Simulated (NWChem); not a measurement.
# BN2H4F; SMILES NB(N)F

```xyz
8

B      0.0000     0.0000    -0.0183
F      0.0000     0.0000    -1.3686
N     -1.2511     0.0000     0.6369
H     -2.1136     0.0000     0.1125
H     -1.3715     0.0000     1.6378
N      1.2511     0.0000     0.6369
H      1.3715     0.0000     1.6378
H      2.1136     0.0000     0.1125
```
Atoms are numbered in this order, from 1.

Level: PBE0/def2-SVP (NWChem), optimised geometry, unscaled harmonic frequencies. 

Question: List the harmonic frequencies with IR intensities, and the thermochemistry.

Answer: 
```tsv
frequency (cm⁻¹)	IR intensity (km/mol)
241	0.0
306	429.0
357	0.0
362	2.6
424	4.8
548	0.3
638	35.2
841	3.1
865	6.7
907	0.7
1399	219.3
1425	133.6
1587	105.8
1607	425.1
3667	86.3
3671	6.1
3779	61.9
3779	16.0
```

zero-point energy: 37.7 kcal/mol
thermal correction to the enthalpy at 298.15 K (with zero-point energy): 41.6 kcal/mol
heat capacity Cv: 18.0 cal/(mol K)
entropy at 298.15 K and 1 atm (symmetry number 2): 68.8 cal/(mol K)
dipole moment: 2.42 D

Rigid rotor and harmonic oscillator.
